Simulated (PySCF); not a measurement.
C6H8Se: core ionisation energies

C6H8Se.
Atom-mapped SMILES: `[CH:1]#[C:2][CH2:3][CH2:4][C:5]([CH3:6])=[Se:7]`

Method used: delta-SCF UKS SCAN, pcX-2 on the ionised atom, pcseg-1 elsewhere, spin-free X2C in PySCF 2.14.0. Each binding energy is the total energy of the core-ionised species, with the hole localised on one atom, minus that of the ground state; both are solved self-consistently, so orbital relaxation is included.

Problem. Give the core binding energies atom by atom.

Solution. 
```tsv
atom(s)	bonded to	level	binding energy (eV)	above the level's lowest (eV)	count
C3	2 C and 2 H	C 1s	291.71	+1.40	1
C4	2 C and 2 H	C 1s	291.12	+0.81	1
C2	C (triple bond) and C	C 1s	290.83	+0.52	1
C1	C (triple bond) and H	C 1s	290.31	0.00	1
```

The listed C 1s values span 1.40 eV, from C1 (bonded to C (triple bond) and H) to C3 (bonded to 2 C and 2 H). The widest gap between neighbouring values is 0.59 eV, between 291.12 and 291.71 eV. Summing the Pauling electronegativity differences to the bonded atoms, each weighted by its formal bond order, gives -0.35 for the lowest site and -0.70 for the highest; the largest sum, 0.00, belongs to C2, 0.88 eV below the top. The smallest sum, -0.70, belongs to C4, 0.81 eV above the lowest.

Problem. Give the binding energy of C 1s of C1 in hartree and in kJ/mol.

Solution. 290.31 eV = 10.6687 Eh = 28011 kJ/mol.

The list is incomplete; no value stands for C 1s of C5, C6 (hole states with ⟨S²⟩ of 1 or more are left out). The unrestricted hole states depart most from a pure doublet (⟨S²⟩ = 0.75; over 0.85 named) for C 1s of C2 (0.87), which makes this value less certain. No level of selenium is listed. Geometry: PBE0-D3(BJ)/def2-SVP, one conformer, isolated molecule.

Time: 7.2 min of wall time. Hardware: an Arm Neoverse N1 with one thread, no GPU, on a shared host.

The values belong to the conformer `[CH:1]#[C:2][CH2:3][CH2:4][C:5]([CH3:6])=[Se:7]`: C2–C3–C4–C5 64°, C3–C4–C5–C6 -99°.
